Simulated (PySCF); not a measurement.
B(OH)(SeH)2 (BH3OSe2), SMILES OB([SeH])[SeH].

Coordinates come from a B3LYP-D3(BJ)/def2-SVP optimisation. Other conformers were not sampled.

Calculation: B3LYP/def2-TZVP (PySCF).

```yaml
total_energy: -4905.20109 hartree
point_group: Cs
highest_occupied_level: -6.74 eV
lowest_empty_level: -0.78 eV
orbital_gap: 5.96 eV
dipole_moment: 2.01 D
quadrupole, principal values (traceless, Buckingham form, about the centre of nuclear charge): -6.40, -6.04, 12.44 D·Å
mean_static_polarisability: 71.3 bohr³ (10.56 Å³)
polarisability_principal_values: 52.2, 68.4, 93.2 bohr³
```
